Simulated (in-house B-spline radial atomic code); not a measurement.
The numbers below are computed, except where a source is named.
## W ion on Ti atom: potential, deflection and energy transfer

The pair potential comes from two frozen, spherical free-atom densities (PBE, B-spline radial code, scalar-relativistic past argon): electrostatics plus the change in Thomas-Fermi kinetic and Dirac exchange energy where they overlap, the recipe behind the universal ZBL potential, which averages such potentials (from solid-state densities) over many pairs. It is written V = (Z1 Z2 e²/r) φ(r/a), with e² = 14.3996 eV·Å and a = 0.46850 Å/(Z1^0.23 + Z2^0.23); ZBL's fit is φ = 0.18175 e^(−3.1998x) + 0.50986 e^(−0.94229x) + 0.28022 e^(−0.4029x) + 0.02817 e^(−0.20162x). Where φ falls below 4e-4 it is continued as an exponential.

Masses 183.84 and 47.87 u.

| x = r/a | φ, this pair | φ, ZBL |
| --- | --- | --- |
| 0.1 | 0.8821 | 0.8928 |
| 0.25 | 0.7548 | 0.7647 |
| 0.5 | 0.6026 | 0.6096 |
| 1 | 0.4111 | 0.4164 |
| 1.5 | 0.295 | 0.2995 |
| 2 | 0.2183 | 0.2218 |
| 3 | 0.1273 | 0.1292 |
| 4 | 0.07916 | 0.08026 |
| 5 | 0.05153 | 0.05224 |
| 6.5 | 0.0294 | 0.02914 |
| 8 | 0.01752 | 0.01705 |
| 10 | 0.009176 | 0.008778 |
| 12 | 0.00506 | 0.00474 |
| 14.5 | 0.00254 | 0.002328 |
| 17 | 0.00134 | 0.001212 |
| 20 | 0.0006467 | 0.0005882 |

Problem. At x = 0.5 the electrostatic, kinetic and exchange parts are 237731.46, 48344.84 and -996.05 eV. Find r, V and φ.

Solution. a = 0.46850/(2.6911 + 2.0359) = 0.09911 Å, so r = 0.04956 Å. V = 237731.46 + 48344.84 + (-996.05) = 285080.25 eV. The bare repulsion is 74 × 22 × 14.3996/0.04956 = 473050 eV, so φ = 0.6026, -1.1 % against ZBL's 0.6096. The kinetic (Pauli) term is 17 % of V here.

Problem. The ion comes in at 11.45 keV with impact parameter 0.1982 Å. The scattering integral gives a centre-of-mass angle of 119.4° and a closest approach of 5.31 a. What are the reduced energy, the energy passed on and the laboratory angles?

Solution. ε = E a M2/(Z1 Z2 e² (M1 + M2)) = 11450 × 8.7346e-07 = 0.01. The most that one collision can pass on is γE with γ = 4 M1 M2/(M1 + M2)² = 0.6557. Here T = γE sin²(θ/2) = 0.6557 × 11450 × 0.7457 = 5598 eV. The ion turns by arctan(sin θ/(cos θ + M1/M2)) = 14.6°, and the struck atom leaves at (180° − θ)/2 = 30.3°. The closest approach is 0.526 Å. With ZBL the angle would be 119.98° and T = 5629 eV.
